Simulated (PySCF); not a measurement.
Germanium: a sound run and one with changed settings

Sound run: Ge [Ar] 3d10 4s2 4p2, Ge⁺ [Ar] 3d10 4s2 4p1. Calculation: PySCF 2.14, in jorge-DZP-DKH (8s6p2d1f, 43 functions); scalar relativity by spin-free X2C-1e. The sound run starts from symmetry-adapted Hartree-Fock orbitals and uses a fine grid where one is needed.

Changed run: radial step 0.8 in ln r (0.13 in the sound run). This setting is unsound on purpose.

```tsv
species	method	sound run (hartree)	changed run (hartree)	converged
Ge	UHF	-2096.93259	-2096.93259	yes
Ge	PBE0	-2098.33581	-2098.34785	yes
Ge	r2SCAN	-2098.56615	-2098.85963	yes
Ge⁺	UHF	-2096.66301	-2096.66301	yes
Ge⁺	PBE0	-2098.04876	-2098.05734	yes
Ge⁺	r2SCAN	-2098.27392	-2098.55167	yes
```

Ionisation energy of Ge:

```
method  sound run (eV)  changed run (eV)
   UHF           7.336             7.336
  PBE0           7.811             7.905
r2SCAN           7.952             8.380
```

A coarse radial grid mis-integrates the density and the exchange-correlation energy, with errors of either sign; Hartree-Fock needs no grid.

For comparison, NIST gives 7.899 eV between the lowest levels.
